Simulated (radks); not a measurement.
Ionisation ladder of nitrogen, from N to N6+. Each ion is in the ground configuration listed by NIST, and IE = E(next ion) - E(this ion), with E = 0 for the bare nucleus. All-electron calculation, non-relativistic Kohn-Sham, PBE, spin-unpolarised, spherical densities, point nucleus. Program: a radial shooting solver on a logarithmic mesh with Libxc functionals.

species  configuration  E (hartree)  IE, Delta-SCF (eV)  -e(HOMO) (eV)  HOMO  <r> HOMO (bohr)  IE, NIST (eV)       kind  error (eV)
N         [He] 2s2 2p3    -54.42100              13.597          7.095    2p             1.48         14.534       exp.      -0.937
N+        [He] 2s2 2p2    -53.92132              28.859         20.693    2p             1.28         29.601  semi-emp.      -0.743
N2+       [He] 2s2 2p1    -52.86079              47.084         37.515    2p             1.14         47.445  semi-emp.      -0.361
N3+           [He] 2s2    -51.13047              77.769         68.081    2s             1.11         77.474       exp.      +0.295
N4+           [He] 2s1    -48.27251              97.042         87.515    2s             1.05         97.890       exp.      -0.848
N5+               [He]    -44.70629              560.44         511.05    1s            0.227         552.07     theory        +8.4
N6+                1s1    -24.11043              656.08         610.05    1s            0.217         667.05     theory       -11.0

Reference values: NIST Atomic Spectra Database (exp. = measured, semi-emp. = semi-empirical, theory = theoretical value adopted there). The ionisation energy per charge of the ion left behind rises most, in proportion, at N5+ ([He]), from 19.408 to 93.407 eV. Against the entries that are not theoretical the mean signed error is -2.0 % and the largest -6.4 %. Spin polarisation and multiplet splitting are left out, so open shells lie too high by an amount that depends on their filling.

Beside tabulated values, note that spin-unpolarised runs miss the spin-polarisation part of the exchange energy of open shells.
